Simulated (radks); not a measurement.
Species: a nucleus of charge 30.1 with 30 electrons. Configuration: [Ar] 3d10 4s2. All-electron calculation, Dirac Kohn-Sham, PBE, spin-unpolarised, spherical densities, finite nucleus; Fermi nuclear charge, rms radius 3.9283 fm. Program: a radial shooting solver on a logarithmic mesh with Libxc functionals. Some entries of the table are withheld. Estimate them.

| orbital | occ. | eigenvalue (eV) | <1/r> (bohr^-1) | <r^2> (bohr^2) |
|---|---|---|---|---|
| 1s1/2 | 2 | -9592.898 | 30.34 | 0.003381 |
| 2s1/2 | 2 | -1168.692 | 6.647 | 0.05984 |
| 2p1/2 | 2 | -1029.811 | 6.604 | 0.04679 |
| 2p3/2 | 4 | -1005.579 | 6.446 | 0.04831 |
| 3s1/2 | 2 | -131.6616 | 2.105 | 0.5313 |
| 3p1/2 | 2 | (1) | 1.972 | (2) |
| 3p3/2 | 4 | (3) | 1.934 | (4) |
| 3d3/2 | 4 | -11.8601 | 1.532 | (5) |
| 3d5/2 | 6 | -11.4939 | 1.519 | (6) |
| 4s1/2 | 2 | -6.8831 | 0.5024 | 7.916 |

Answer. 
(1) 3p1/2 eigenvalue (eV): -87.6113
(2) 3p1/2 <r^2> (bohr^2): 0.5834
(3) 3p3/2 eigenvalue (eV): -84.4947
(4) 3p3/2 <r^2> (bohr^2): 0.6016
(5) 3d3/2 <r^2> (bohr^2): 1.083
(6) 3d5/2 <r^2> (bohr^2): 1.105
